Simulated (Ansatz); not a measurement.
Consider the substitution at a C–In bond: `C[CH](C)[In]([CH](C)C)[CH](C)C` + `[OH][InH][F]` → `CC(C)[O][InH][F]` + `C[CH](C)[InH][CH](C)C`.

Isolated molecules relaxed with PBE0-D4/def2-TZVP in Ansatz; ΔE leaves out vibrations. CCSD(T)/CBS is the MP2 limit (def2-TZVPP, def2-QZVPP) plus CCSD(T) − MP2 in def2-TZVPP, frozen cores. Functionals use def2-TZVPP. B3LYP here is the variant with VWN-RPA as its local correlation; programs differ in this. Elements past krypton have def2 core potentials. For In outer-core shells are correlated without core-valence functions, which leaves a few kJ/mol of doubt a bond. One conformer a species, not always the lowest.

| level | ΔE (kJ/mol) | difference from CCSD(T)/CBS |
| --- | --- | --- |
| PBE-D4 | 29.0 | -5.4 |
| r2SCAN-D4 | 23.0 | -11.4 |
| PBE0-D4 | 26.7 | -7.7 |
| r2SCAN | 20.4 | -14.0 |
| PBE0 | 23.3 | -11.1 |
| B3LYP | 20.9 | -13.5 |
| HF/def2-TZVPP | 4.7 | -29.7 |
| MP2/def2-TZVPP | 45.5 | 11.1 |
| SCS-MP2/def2-TZVPP | 37.5 | 3.1 |
| CCSD/def2-TZVPP | 30.1 | -4.3 |
| CCSD(T)/def2-TZVPP | 32.9 | -1.5 |
| HF/def2-QZVPP | 4.8 | -29.6 |
| MP2/def2-QZVPP | 46.3 | 11.9 |
| SCS-MP2/def2-QZVPP | 38.5 | 4.1 |
| MP2/CBS(def2) | 46.9 | 12.5 |
| CCSD/CBS(def2) | 31.6 | -2.8 |
| CCSD(T)/CBS | 34.4 | 0 |

Largest T1 diagnostic among the species: 0.017.

In def2-TZVPP, CCSD(T) changes the Hartree–Fock value by +28.2 kJ/mol (the triples alone add +2.8 kJ/mol) and MP2 by +40.7 kJ/mol. The D4 term adds +3.5 kJ/mol with B3LYP and +3.4 kJ/mol with PBE0; it sums over pairs of atoms, weighted by their polarisabilities, and B3LYP, whose exchange is more repulsive, gets the larger term.
